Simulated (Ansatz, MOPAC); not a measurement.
Species: trifluoro(iodo)germane, GeIF₃ (charge 0, singlet). SMILES: [F][Ge]([F])([F])[I]
Coordinates optimised at B3LYP-D3(BJ)/def2-TZVP (Ansatz, an electronic-structure program):
```xyz
5

F     -1.6032    -1.3011    -1.0097
Ge    -1.0070    -0.0075    -0.0520
F     -1.6376     1.4337    -0.7387
F     -1.7408    -0.1696     1.4912
I      1.4539     0.0108     0.0751
```
Charge 0, spin multiplicity 1.

Quantity: vertical electron affinity to the doublet, in eV. Set-up: LANL2DZ with its own core potentials from Na on; spin-orbit terms left out; open shells spin-unrestricted; dispersion terms only where a functional's name holds one; frozen cores in correlated levels (noble-gas shells and the d and f shells of earlier blocks); PM7 with its own dispersion and hydrogen-bond terms; 6-31G* and kin with 6d, 5d where marked; each state is the SCF solution reached for its charge and spin; def2 sets with scalar-relativistic core potentials past Kr; STO-3G and 3-21G all-electron and non-relativistic. First-principles rows: single points at B3LYP-D3(BJ) geometries (Ansatz). Semi-empirical rows: differences of heats of formation at the shared geometry for vertical values. Anions need diffuse functions, which STO-3G, LANL2DZ, def2-SVP, cc-pVDZ and Pople sets without + lack.

| level | program | vertical electron affinity to the doublet (eV) |
|---|---|---|
| AM1 | MOPAC | 2.91 |
| PM6 | MOPAC | 2.63 |
| PM7 | MOPAC | 2.73 |
| PBE/6-31G* with LANL2DZ past Ar | Ansatz | 0.26 |
| B3LYP/STO-3G | Ansatz | -5.25 |
| MP2/6-31G* with LANL2DZ past Ar | Ansatz | -0.55 |
| PBE/def2-TZVPD | Ansatz | 0.95 |
| B3LYP/def2-TZVPD | Ansatz | 0.96 |

No value to compare with is used here. The 6 habitual levels span -5.25 (B3LYP/STO-3G) to 2.91 eV (AM1); PBE/def2-TZVPD gives 0.95.

The levels are drawn from those run, B3LYP/6-31G* more often than the rest, none by its result; left out are runs that failed, that the program found above a lower state of the same kind, or whose <S^2> lies over 0.5 above the pure value.
